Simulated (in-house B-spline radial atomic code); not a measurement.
Results of a calculation; reference values are marked as such.
Two electrons in InAs: a spherical dot of radius 33 nm with hard walls

For InAs the NSM archive of the Ioffe Institute lists m* = 0.023 m0 and ε = 15.15. In so narrow a gap the band flattens within tens of meV, so real spacings are smaller, by up to some tenths.

Effective-mass model with parabolic bands, a uniform dielectric constant, no image charges, no central-cell or spin-orbit terms. Two-electron levels come from full CI in B-splines with partial waves to l = 5 (up to 0.001 effective hartree above the limit).

Q: What are the effective units, and what is the potential in them?

A: Ha* = 27211.386 meV × 0.023/15.15² = 2.727 meV and a* = 0.0529177 nm × 15.15/0.023 = 34.86 nm. The radius is R = 0.947 a*. The one-electron levels are π²/2R² = 5.5026 and 4.4934²/2R² = 11.2570 Ha*.

In these units the lowest s and p orbitals lie at 5.5026 and 11.2570, and their Coulomb and exchange integrals are J_ss = 1.8860, J_sp = 1.7103 and K_sp = 0.3798. (For an empty sphere J_ss = 1.786/R.) Full CI gives 12.8265 for the ground singlet, 18.0766 for the sp triplet, 18.7799 for the sp singlet and 29.0823 for the lowest triplet of two s orbitals.

Q: What does it cost to add the second electron, to first order and exactly?

A: To first order E = 2ε_s + J_ss = 12.8913, so the charging energy E(2) − 2E(1) is J_ss = 5.143 meV. CI gives 12.8265 − 2 × (5.5026) = 1.8212, or 4.966 meV: relaxation and correlation lower it by 0.1767 meV, 3.4 % of J_ss. The s² configuration of one-electron orbitals holds 99.6 % of the state, and the mean radius is 16.8 nm.

Q: How far above the singlet do the triplets lie?

A: To first order the sp triplet lies at ε_s + ε_p + J_sp − K_sp = 18.0901, which is 14.18 meV above 2ε_s + J_ss. CI gives 18.0766 − (12.8265) = 5.2501, or 14.32 meV, 91 % of the orbital spacing of 15.69 meV. The ss triplet lies 44.33 meV up, so the lower of the two is the sp one, and its gap equals k_BT at 166 K. The sp singlet-triplet splitting is 1.918 meV, against 2K_sp = 2.071 meV.
